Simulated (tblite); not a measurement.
Parent: `[cH:1]1[cH:2][cH:3][c:4]2[cH:5][cH:6][cH:7][cH:8][c:9]2[cH:10]1`, C10H8.

The geometries are computed with GFN2-xTB (gas phase). One conformer each, not checked by frequencies here.

```
coordinate of the parent    value
                   C1–C2  1.404 Å
                   C2–C3  1.367 Å
                   C3–C4  1.411 Å
                   C4–C5  1.411 Å
                   C5–C6  1.366 Å
                   C6–C7  1.404 Å
                   C7–C8  1.366 Å
                   C8–C9  1.411 Å
                  C9–C10  1.411 Å
                  C1–C10  1.366 Å
                   C4–C9  1.420 Å
               C2–C1–C10   120.3°
                C1–C2–C3   120.3°
                C2–C3–C4   120.7°
                C3–C4–C5   122.2°
                C3–C4–C9   118.9°
                C5–C4–C9   118.9°
                C4–C5–C6   120.7°
                C5–C6–C7   120.3°
                C6–C7–C8   120.3°
                C7–C8–C9   120.7°
               C8–C9–C10   122.2°
                C4–C9–C8   118.9°
               C4–C9–C10   118.9°
               C1–C10–C9   120.7°
```

How does the shared frame change in `[OH:1][c:2]1[cH:3][cH:4][cH:5][c:6]2[cH:7][cH:8][cH:9][cH:10][c:11]12` with H–O1–C2–C3 180°, C10H8O? Atoms pair as C1 = C3, C2 = C4, C3 = C5, C4 = C6, C5 = C7, C6 = C8, C7 = C9, C8 = C10, C9 = C11, C10 = C2 (parent first).

```json
{"parent": "C1–C2", "relative": "C3–C4", "value in the relative": "1.397 Å", "change": "-0.007"}
{"parent": "C2–C3", "relative": "C4–C5", "value in the relative": "1.367 Å", "change": "0.000"}
{"parent": "C3–C4", "relative": "C5–C6", "value in the relative": "1.409 Å", "change": "-0.002"}
{"parent": "C4–C5", "relative": "C6–C7", "value in the relative": "1.411 Å", "change": "0.000"}
{"parent": "C5–C6", "relative": "C7–C8", "value in the relative": "1.366 Å", "change": "0.000"}
{"parent": "C6–C7", "relative": "C8–C9", "value in the relative": "1.402 Å", "change": "-0.002"}
{"parent": "C7–C8", "relative": "C9–C10", "value in the relative": "1.367 Å", "change": "+0.001"}
{"parent": "C8–C9", "relative": "C10–C11", "value in the relative": "1.412 Å", "change": "+0.001"}
{"parent": "C9–C10", "relative": "C11–C2", "value in the relative": "1.423 Å", "change": "+0.012"}
{"parent": "C1–C10", "relative": "C3–C2", "value in the relative": "1.375 Å", "change": "+0.009"}
{"parent": "C4–C9", "relative": "C6–C11", "value in the relative": "1.422 Å", "change": "+0.002"}
{"parent": "C2–C1–C10", "relative": "C4–C3–C2", "value in the relative": "120.7°", "change": "+0.4"}
{"parent": "C1–C2–C3", "relative": "C3–C4–C5", "value in the relative": "120.5°", "change": "+0.2"}
{"parent": "C2–C3–C4", "relative": "C4–C5–C6", "value in the relative": "120.5°", "change": "-0.2"}
{"parent": "C3–C4–C5", "relative": "C5–C6–C7", "value in the relative": "121.4°", "change": "-0.8"}
{"parent": "C3–C4–C9", "relative": "C5–C6–C11", "value in the relative": "119.7°", "change": "+0.8"}
{"parent": "C5–C4–C9", "relative": "C7–C6–C11", "value in the relative": "118.9°", "change": "0.0"}
{"parent": "C4–C5–C6", "relative": "C6–C7–C8", "value in the relative": "121.2°", "change": "+0.5"}
{"parent": "C5–C6–C7", "relative": "C7–C8–C9", "value in the relative": "120.0°", "change": "-0.3"}
{"parent": "C6–C7–C8", "relative": "C8–C9–C10", "value in the relative": "120.4°", "change": "+0.1"}
{"parent": "C7–C8–C9", "relative": "C9–C10–C11", "value in the relative": "121.1°", "change": "+0.4"}
{"parent": "C8–C9–C10", "relative": "C10–C11–C2", "value in the relative": "123.3°", "change": "+1.1"}
{"parent": "C4–C9–C8", "relative": "C6–C11–C10", "value in the relative": "118.4°", "change": "-0.5"}
{"parent": "C4–C9–C10", "relative": "C6–C11–C2", "value in the relative": "118.3°", "change": "-0.6"}
{"parent": "C1–C10–C9", "relative": "C3–C2–C11", "value in the relative": "120.3°", "change": "-0.4"}
```

Of the parent's bonds, C9–C10 changes most (+0.012 Å). Bonds of the relative outside the shared frame: O1–C2 1.360 Å. Point group D2h → Cs.

How does the shared frame change in `[F:1][c:2]1[cH:3][cH:4][cH:5][c:6]2[cH:7][cH:8][cH:9][cH:10][c:11]12`, C10H7F? Atoms pair as C1 = C3, C2 = C4, C3 = C5, C4 = C6, C5 = C7, C6 = C8, C7 = C9, C8 = C10, C9 = C11, C10 = C2 (parent first).

```
   parent    relative  value in the relative  change
    C1–C2       C3–C4                1.403 Å  -0.001
    C2–C3       C4–C5                1.367 Å   0.000
    C3–C4       C5–C6                1.411 Å   0.000
    C4–C5       C6–C7                1.410 Å  -0.001
    C5–C6       C7–C8                1.367 Å  +0.001
    C6–C7       C8–C9                1.403 Å  -0.001
    C7–C8      C9–C10                1.367 Å  +0.001
    C8–C9     C10–C11                1.410 Å  -0.001
   C9–C10      C11–C2                1.412 Å  +0.001
   C1–C10       C3–C2                1.365 Å  -0.001
    C4–C9      C6–C11                1.420 Å   0.000
C2–C1–C10    C4–C3–C2                 119.1°    -1.2
 C1–C2–C3    C3–C4–C5                 120.5°    +0.2
 C2–C3–C4    C4–C5–C6                 120.9°    +0.2
 C3–C4–C5    C5–C6–C7                 122.3°    +0.1
 C3–C4–C9   C5–C6–C11                 119.3°    +0.4
 C5–C4–C9   C7–C6–C11                 118.4°    -0.5
 C4–C5–C6    C6–C7–C8                 120.8°    +0.1
 C5–C6–C7    C7–C8–C9                 120.5°    +0.2
 C6–C7–C8   C8–C9–C10                 120.4°    +0.1
 C7–C8–C9  C9–C10–C11                 120.2°    -0.5
C8–C9–C10  C10–C11–C2                 122.9°    +0.7
 C4–C9–C8  C6–C11–C10                 119.7°    +0.8
C4–C9–C10   C6–C11–C2                 117.4°    -1.5
C1–C10–C9   C3–C2–C11                 122.7°    +2.0
```

No shared bond changes by more than 0.004 Å. Bonds of the relative outside the shared frame: F1–C2 1.353 Å. Point group D2h → Cs.
